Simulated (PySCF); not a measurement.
# Assigning NMR signals

Cartesian coordinates in Å; atom numbers follow the order of the lines, from 1:
```xyz
18

C     3.3518    0.9757   -0.5491
C     2.7324    0.2579    0.3673
C     2.0458   -1.0447    0.0859
O     0.6831   -1.0064    0.5363
C    -0.1795   -0.3804   -0.2436
O     0.0631    0.1155   -1.3112
C    -1.5807   -0.3679    0.4004
O    -1.8253   -0.8588    1.4684
O    -2.4530    0.2469   -0.3544
Si   -4.0585    0.4633    0.0529
H     3.4095    0.6577   -1.5766
H     3.8304    1.9085   -0.3067
H     2.6618    0.5900    1.3941
H     2.5008   -1.8600    0.6543
H     2.0660   -1.2674   -0.9854
H    -4.4674    1.1762   -1.1462
H    -4.1204    1.2501    1.2792
H    -4.6687   -0.8499    0.2228
```

[PySCF 2.14: shielding tensors at PBE0/pcSseg-1 (GIAO); coordinates at the GFN2-xTB level; single conformer; one averaged value for each set of equivalent atoms; no relativistic terms; isolated molecule]

Referencing at the same level of theory: ¹³C, ¹H against TMS.

Q: Assign these signals to the numbered atoms. ¹³C{¹H} NMR (computed): δ 163.4 (C), 162.9 (C), 139.9 (CH), 130.5 (CH2), 71.8 (CH2).

A: 
163.4 → C5, ester carbonyl carbon: lone-pair donation from the attached heteroatom keeps it upfield of a ketone carbonyl
162.9 → C7, carbonyl carbon
139.9 → C2, alkene CH: an sp2 carbon of a C=C bond
130.5 → C1, terminal =CH2 carbon: an sp2 carbon of a C=C bond
71.8 → C3, allylic sp3 CH2 bonded to O: deshielded by the electronegative neighbour

C5 and C7 lie closer than the usual error of such a calculation, so a measured spectrum could show them in the other order.

Q: Assign these signals to the numbered atoms. ¹H NMR (500 MHz, computed): δ 6.08 (m, 1H), 5.90 (m, 1H), 5.77 (m, 1H), 4.94 (s, 3H), 4.93 (d, 2H).

A: 
| δ (ppm) | atoms | environment | reason |
| --- | --- | --- | --- |
| 6.08 | H13 | hydrogen on an alkene CH | olefinic region |
| 5.90 | H11 | hydrogen on a terminal =CH2 carbon | a vinylic proton, deshielded by the sp2 carbon and the C=C anisotropy |
| 5.77 | H12 | hydrogen on a terminal =CH2 carbon | – |
| 4.94 | H16/H17/H18 | hydrogen on a silicon bonded to O | – |
| 4.93 | H14/H15 | hydrogen on an allylic sp3 CH2 bonded to O | its carbon carries O, which withdraws density |

H16/H17/H18 and H14/H15 lie closer than the usual error of such a calculation, so a measured spectrum could show them in the other order.

Shifts are as computed. Against solution values, carbons near 30 ppm lie about +3 ppm off and those near 130 ppm about +5 ppm. Of 1211 compounds with measured shifts, 218 miss one by over three times the rms of a fit or turn the order of signals round; such compounds aren't used in these exercises. No couplings were computed; multiplicities are counted from neighbouring protons, with m where these are inequivalent, close in shift, in a saturated or five-membered ring or joined by F or P, and br s for small geminal =CH2 splittings.
